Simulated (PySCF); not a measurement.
C2H6Be, triplet, at a GFN2-xTB geometry (such geometries of metal compounds can be far from the true shape) (a higher spin typed on purpose: for a closed-shell molecule this is an excited state); M062X/6-31G* run with PySCF.

Input for PySCF:
```python
from pyscf import gto, scf, dft

mol = gto.M(
    atom='''
Be   -0.59151348    0.70898352   -0.63341171
C     1.13439908    0.00718795   -0.73541342
H     1.28983714   -0.98386020   -0.33761048
H     1.76817134    0.71261334   -0.21642873
H     1.35997484    0.01618799   -1.79336085
C    -0.94778829   -0.23317345    0.93651902
H    -1.24309839   -1.23320178    0.65224027
H    -1.78919833    0.28921990    1.37213089
H    -0.13929735   -0.28098028    1.65004216
''',
    basis='6-31g*',
    spin=2,
    verbose=4,
)

mf = dft.UKS(mol)
mf.xc = 'm062x'
mf.grids.prune = dft.gen_grid.treutler_prune
mf.kernel()
mf.analyze()
```

**Question.** Write the output that PySCF gives for this input, abridged.

**Answer.** 
```
PySCF version 2.14.0

[INPUT] verbose = 4
[INPUT] num. atoms = 9
[INPUT] num. electrons = 22
[INPUT] charge = 0
[INPUT] spin (= nelec alpha-beta = 2S) = 2
[INPUT] symmetry False subgroup None
[INPUT] Mole.unit = angstrom
[INPUT] Symbol           X                Y                Z      unit          X                Y                Z       unit  Magmom
[...]
nuclear repulsion = 52.9514167494535
number of shells = 30
number of NR pGTOs = 105
number of NR cGTOs = 54
basis = 6-31g*
ecp = {}

******** <class 'pyscf.dft.uks.UKS'> ********
method = UKS
initial guess = minao
damping factor = 0
level_shift factor = 0
DIIS = <class 'pyscf.scf.diis.CDIIS'>
diis_start_cycle = 1
diis_space = 8
diis_damp = 0
SCF conv_tol = 1e-09
SCF conv_tol_grad = None
SCF max_cycles = 50
direct_scf = True
direct_scf_tol = 1e-13
number electrons alpha = 12  beta = 10
XC library pyscf.dft.libxc version 7.1.2
    S. Lehtola, C. Steigemann, M. J. T. Oliveira, and M. A. L. Marques,  SoftwareX 7, 1–5 (2018)
XC functionals = m062x
    Y. Zhao and D. G. Truhlar,  Theor. Chem. Acc. 120, 215 (2008)
    Y. Zhao and D. G. Truhlar,  Theor. Chem. Acc. 120, 215 (2008)
radial grids:
    Treutler-Ahlrichs [JCP 102, 346 (1995); DOI:10.1063/1.469408] (M4) radial grids

becke partition: Becke, JCP 88, 2547 (1988); DOI:10.1063/1.454033
pruning grids: <function treutler_prune>
grids dens level: 3
symmetrized grids: False
atomic radii adjust function: <function treutler_atomic_radii_adjust>
small_rho_cutoff = 0
Set gradient conv threshold to 3.16228e-05
tot grids = 86624
init E= -94.441533765505

cycle= 1 E= -94.3404242433833  delta_E= 0.101  |g|= 0.159  |ddm|= 1.71
cycle= 2 E= -94.3562842623785  delta_E= -0.0159  |g|= 0.0988  |ddm|= 0.341
cycle= 3 E= -94.3616855171444  delta_E= -0.0054  |g|= 0.0206  |ddm|= 0.113
cycle= 4 E= -94.3620209957368  delta_E= -0.000335  |g|= 0.00701  |ddm|= 0.0701
cycle= 5 E= -94.3620677049031  delta_E= -4.67e-05  |g|= 0.00318  |ddm|= 0.0148
cycle= 6 E= -94.3620770449002  delta_E= -9.34e-06  |g|= 0.00107  |ddm|= 0.0081
cycle= 7 E= -94.3620781035623  delta_E= -1.06e-06  |g|= 0.000307  |ddm|= 0.00247
cycle= 8 E= -94.362078206265  delta_E= -1.03e-07  |g|= 6.2e-05  |ddm|= 0.000648
cycle= 9 E= -94.3620782112863  delta_E= -5.02e-09  |g|= 8.67e-06  |ddm|= 0.000173
cycle= 10 E= -94.3620782114245  delta_E= -1.38e-10  |g|= 4.93e-06  |ddm|= 5.4e-05
Extra cycle  E= -94.3620782114314  delta_E= -6.88e-12  |g|= 5.16e-06  |ddm|= 2.06e-05
[...]
converged SCF energy = -94.3620782114314  <S^2> = 2.0044318  2S+1 = 3.0029531
Total Energy =                         -94.362078211431410
[...]
spin_pop of  1 C 3s        0.01079
spin_pop of  1 C 2px       0.42905
spin_pop of  1 C 2py       0.04277
spin_pop of  1 C 2pz       0.02594
spin_pop of  1 C 3px       0.01474
spin_pop of  1 C 3py       0.00136
spin_pop of  1 C 3pz       0.00167
spin_pop of  1 C 3dxy      0.00056
spin_pop of  1 C 3dyz      0.00007
spin_pop of  1 C 3dz^2     0.00048
spin_pop of  1 C 3dxz      0.00050
spin_pop of  1 C 3dx2-y2    0.00092
spin_pop of  2 H 1s       -0.01109
spin_pop of  2 H 2s        0.00034
spin_pop of  3 H 1s       -0.01193
spin_pop of  3 H 2s        0.00087
spin_pop of  4 H 1s        0.00504
spin_pop of  4 H 2s        0.00082
spin_pop of  5 C 1s        0.00000
spin_pop of  5 C 2s        0.08429
spin_pop of  5 C 3s        0.01074
spin_pop of  5 C 2px       0.06698
spin_pop of  5 C 2py       0.11615
spin_pop of  5 C 2pz       0.30753
spin_pop of  5 C 3px       0.00348
spin_pop of  5 C 3py       0.00452
spin_pop of  5 C 3pz       0.00979
spin_pop of  5 C 3dxy      0.00019
spin_pop of  5 C 3dyz      0.00088
spin_pop of  5 C 3dz^2     0.00063
spin_pop of  5 C 3dxz      0.00073
spin_pop of  5 C 3dx2-y2    0.00012
spin_pop of  6 H 1s       -0.01289
spin_pop of  6 H 2s        0.00083
spin_pop of  7 H 1s        0.00734
spin_pop of  7 H 2s        0.00083
spin_pop of  8 H 1s       -0.01181
spin_pop of  8 H 2s        0.00041
 ** Mulliken Spin Density (per atom)  **
spin density of  0 Be =      0.81156
spin density of  1 C =      0.61366
spin density of  2 H =     -0.01074
spin density of  3 H =     -0.01105
spin density of  4 H =      0.00586
spin density of  5 C =      0.60601
spin density of  6 H =     -0.01206
spin density of  7 H =      0.00817
spin density of  8 H =     -0.01141
 ** Mulliken pop alpha/beta on meta-lowdin orthogonal AOs **
 ** Mulliken pop       alpha | beta **
In total            12.00000 | 10.00000
 ** Mulliken atomic charges   ( Nelec_alpha | Nelec_beta ) **
charge of  0Be =      0.62119  (     2.09519      1.28362 )
charge of  1C =     -0.66823  (     3.64094      3.02728 )
charge of  2H =      0.11646  (     0.43640      0.44714 )
charge of  3H =      0.11905  (     0.43495      0.44600 )
charge of  4H =      0.12396  (     0.44095      0.43509 )
charge of  5C =     -0.67147  (     3.63874      3.03273 )
charge of  6H =      0.11843  (     0.43476      0.44682 )
charge of  7H =      0.12359  (     0.44229      0.43412 )
charge of  8H =      0.11702  (     0.43578      0.44719 )
Dipole moment(X, Y, Z, Debye):  1.04865, -1.24025,  1.09751
```
